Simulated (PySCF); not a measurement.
Compound: C₄H₄BrF.
SMILES: `C=C/C(F)=C\Br`

Torsions of this conformer, `[CH2:1]=[CH:2]/[C:3]([F:4])=[CH:5]\[Br:6]`: C1–C2–C3–F4 0°.

The closed-shell ground state was solved at several levels (PySCF, density fitting, gas phase). One conformer (not necessarily the lowest) at the GFN2-xTB geometry, without solvent, vibrations or thermal averaging. Relativistic effects, spin–orbit coupling among them, are left out although an element past zinc is present.

| level | basis functions | HOMO (eV) | LUMO (eV) | gap (eV) | dipole (D) |
| --- | --- | --- | --- | --- | --- |
| CAM-B3LYP/def2-SVPD | 176 | -8.17 | -0.46 | 7.71 | 0.84 |
| PBE0/pcSseg-1 | 146 | -6.90 | -1.45 | 5.45 | 0.82 |

What might B3LYP/pcJ-1 (pcSseg-1 on Br) (216 basis functions) give for the same quantities?

HOMO -6.65 eV, LUMO -1.61 eV, gap 5.04 eV, dipole 0.78 D.

Over all these levels, which gives the widest orbital gap and which the narrowest?

CAM-B3LYP/def2-SVPD (range-separated hybrid) has the widest, 7.71 eV, and B3LYP/pcJ-1 (pcSseg-1 on Br) (global hybrid, 20 % exact exchange) the narrowest, 5.04 eV. Functional and basis both differ between the two, so the spread mixes both effects.

How far do the dipole and the HOMO energy spread over the levels?

The dipole runs from 0.78 to 0.84 D (mean 0.81 D) and the HOMO from -8.17 to -6.65 eV.
